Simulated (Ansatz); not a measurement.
System: CH$_{5}$O$_{3}$Si (charge 0, doublet). SMILES: C[Si]([O])(O)O
Geometry: optimised at B3LYP-D3(BJ)/def2-TZVP (Ansatz, a quantum-chemistry and plane-wave program).

Quantity: enthalpy of formation at 298 K, in kcal/mol. Set-up: 6-31G* and kin with 6d, 5d where marked; valence correlation only; spin-orbit terms left out; non-relativistic; LANL2DZ with its own core potentials from Na on; open shells spin-unrestricted; 6-311+G** with 5d, 6d on Na to Ar in Ansatz. Basis-set limits of correlation are two-point, X^-3; Hartree-Fock from the larger set. Ab initio and DFT rows: single points at B3LYP-D3(BJ) geometries (Ansatz), with unscaled harmonic terms from B3LYP/6-31G* (Ansatz) at its own minima, enthalpies of formation by atomisation with measured atoms.

Coupled cluster (Ansatz) is a level with limits of its own, used here on species with T1 under 0.025 (0.045 for open shells) and stable references: CCSD(T)/CBS(cc-pV(T+d)Z,cc-pV(Q+d)Z).

Value to compare with, CCSD(T)/CBS(cc-pV(T+d)Z,cc-pV(Q+d)Z) (Ansatz): -185.3 kcal/mol.

| level | program | enthalpy of formation at 298 K (kcal/mol) | difference |
|---|---|---|---|
| HF/STO-3G | Ansatz | 72.4 | 257.7 |
| HF/3-21G | Ansatz | 162.8 | 348.1 |
| HF/LANL2DZ | Ansatz | 190.8 | 376.1 |
| HF/6-31G* | Ansatz | 104.9 | 290.2 |
| HF/6-311+G** | Ansatz | 100.3 | 285.6 |

Among the 5 habitual levels, HF/LANL2DZ lies farthest from CCSD(T)/CBS(cc-pV(T+d)Z,cc-pV(Q+d)Z) (Ansatz) (376.1 kcal/mol) and HF/STO-3G nearest (257.7); 5 of 5 lie above it, and their mean absolute difference is 311.5 kcal/mol, the median 290.2. One case shows no general order.

The sets are all those run for this method; left out are runs that failed, that the program found above a lower state of the same kind, or whose <S^2> lies over 0.5 above the pure value.
